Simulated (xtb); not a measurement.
BH₅OSn, SMILES [SnH3][O]B. All values are semi-empirical tight-binding results from xtb (GFN2-xTB unless named), good for trends rather than for accurate numbers. Geometry optimised at GFN2-xTB.

Optimised geometry:

Bonded distances (Å): O1–Sn2 1.959, O1–B6 1.318, Sn2–H3 1.661, Sn2–H4 1.661, Sn2–H5 1.677, B6–H7 1.181, B6–H8 1.177. Bond angles (°): Sn2–O1–B6 142.0, O1–Sn2–H3 101.5, O1–Sn2–H4 101.5, O1–Sn2–H5 112.0, H3–Sn2–H4 113.3, H3–Sn2–H5 113.6, H4–Sn2–H5 113.6, O1–B6–H7 123.0, O1–B6–H8 116.5, H7–B6–H8 120.5.
Charge 0, spin multiplicity 1.

For metal compounds this method's bond lengths and energies can be far off.

```yaml
point_group_as_xtb_finds_it: Cs
orbital_gap: 5.15 eV
zero_point_energy: 26.1 kcal/mol
G − E(el) at 298.15 K (modified RRHO): 7.6 kcal/mol
```

Give the atomic charges and the Wiberg bond orders between heavy atoms. (The exact figures need the calculation; the answer reports its results.)

charges (e) O1 -0.39, Sn2 0.18, H3 0.04, H4 0.04, H5 0.04, B6 0.35, H7 -0.15, H8 -0.12. Bond orders O1–Sn2 0.84, O1–B6 1.34.
